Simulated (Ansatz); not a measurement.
`N[BH][SbH2]` + `N[SiH3]` → `[SiH3][NH][SbH2]` + `BN` at 600 K and 1 bar (cleavage of the Sb–B bond).

Computed with Ansatz on PBE0-D4/def2-TZVP structures; ΔE is electronic, products minus reactants. CBS: MP2 limit from def2 TZ/QZ plus the TZ coupled-cluster correction, frozen cores. This one scheme is used for every species. def2 core potentials past Kr. For Sb outer-core shells are correlated without core-valence functions, which leaves a few kJ/mol of doubt a bond. One conformer a species, not always the lowest.

```tsv
species	CCSD(T)/CBS energy (Eh)	H − E (kJ/mol)	S (J/(mol·K))
`N[BH][SbH2]`	-322.54254	188.3	381.8
`N[SiH3]`	-346.80422	170.6	320.8
`[SiH3][NH][SbH2]`	-587.40566	197.8	423.5
`BN`	-81.93499	155.9	270.2
```

H − E and S are ideal-gas, rigid-rotor, harmonic terms from PBE0-D4/def2-TZVP, for one conformer and one mirror image of each species. 1 Eh = 2625.50 kJ/mol, R = 8.31446 J/(mol·K).

Q: By hand: ΔE, ΔH, ΔS and ΔG.

A: ΔE = (-587.40566) + (-81.93499) − (-322.54254) − (-346.80422) = 0.00611 Eh = 16.0 kJ/mol. Δ(H − E) = 197.8 + 155.9 − 188.3 − 170.6 = -5.2, so ΔH = 10.8 kJ/mol. ΔS = 423.5 + 270.2 − 381.8 − 320.8 = -8.9 J/(mol·K). ΔG = 10.8 − 600 × (-8.9)/1000 = 16.1 kJ/mol.

Q: By hand: the equilibrium constant, and the temperature at which ΔG would vanish if ΔH and ΔS stayed fixed.

A: log₁₀ K = −ΔG/(RT ln 10) = -1.4. ΔH and −TΔS have one sign here, so there is no such temperature.

TΔS isn't small against ΔH here. A doubt of 5 kJ/mol in ΔE shifts log₁₀ K by 0.4 here. Other conformers and mirror images would add mixing entropy, several J/(mol·K) or more a flexible species. These are equilibria of isolated gas molecules and say nothing of rates. Largest T1 diagnostic: 0.014 (customary marks: 0.02 for closed shells, 0.045 for open ones).

ΔS is within the doubt of such terms, so its sign, and with it that verdict, could turn.
